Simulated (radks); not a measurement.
Values are calculated unless marked as measured or tabulated.
Task: These are the eigenvalues of the occupied orbitals of an atom or ion with whole-number occupations (eV). Code: a radial shooting solver on a logarithmic mesh with Libxc functionals. Model: Dirac Kohn-Sham, PBE, spin-unpolarised, spherical densities, finite nucleus; Fermi nuclear charge, rms radius of each element as measured or else 0.836 A^(1/3) + 0.57 fm.

orbital  eigenvalue
1s1/2     -69666.09
3s1/2     -7509.623

Which element is it, and in what charge state? The configuration may be excited. Open shells, if any, are shared by 2j + 1.

Result: Z = 70, ytterbium, charge +67: Yb67+ in [He] 3s1. The 1s level, -2560.2 hartree, gives Z - s = 71.6 by -(Z - s)^2/2, which with screening and relativity narrows Z to a few neighbours, and the depths must fix Z and the occupations together.
